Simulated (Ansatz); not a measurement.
Consider the hydrogenolysis of a C–C bond: `C[CH]1[O][SbH]1` + H₂ → `[CH2]1[O][SbH]1` + CH₄.

Isolated molecules relaxed with PBE0-D4/def2-TZVP in Ansatz; ΔE leaves out vibrations. CCSD(T)/CBS is the MP2 limit (def2-TZVPP, def2-QZVPP) plus CCSD(T) − MP2 in def2-TZVPP, frozen cores. This one scheme is used for every species. Functionals use def2-TZVPP. B3LYP here is the variant with VWN-RPA as its local correlation; programs differ in this. def2 core potentials past Kr. For Sb outer-core shells are correlated without core-valence functions, which leaves a few kJ/mol of doubt a bond.

```tsv
level	ΔE (kJ/mol)	difference from CCSD(T)/CBS
B97M-V	-55.7	-7.5
B3LYP-D4	-51.7	-3.5
ωB97X-V	-51.3	-3.1
B2PLYP	-55.3	-7.1
PBE-QIDH	-50.8	-2.6
BLYP	-60.8	-12.6
BHLYP	-63.0	-14.8
MP2/def2-SVP	-42.7	5.5
MP2/def2-TZVPP	-43.8	4.4
CCSD/def2-TZVPP	-54.6	-6.4
CCSD(T)/CBS	-48.2	0
```

Largest T1 diagnostic among the species: 0.016.

The D4 term adds +9.4 kJ/mol with B3LYP and +5.1 kJ/mol with PBE0; it sums over pairs of atoms, weighted by their polarisabilities, and B3LYP, whose exchange is more repulsive, gets the larger term. In def2-TZVPP, CCSD(T) changes the Hartree–Fock value by +21.0 kJ/mol (the triples alone add +4.7 kJ/mol) and MP2 by +27.1 kJ/mol.

CCSD(T)/CBS has its own doubt, a few kJ/mol and more with outer-core shells, so smaller differences from it don't rank the levels.
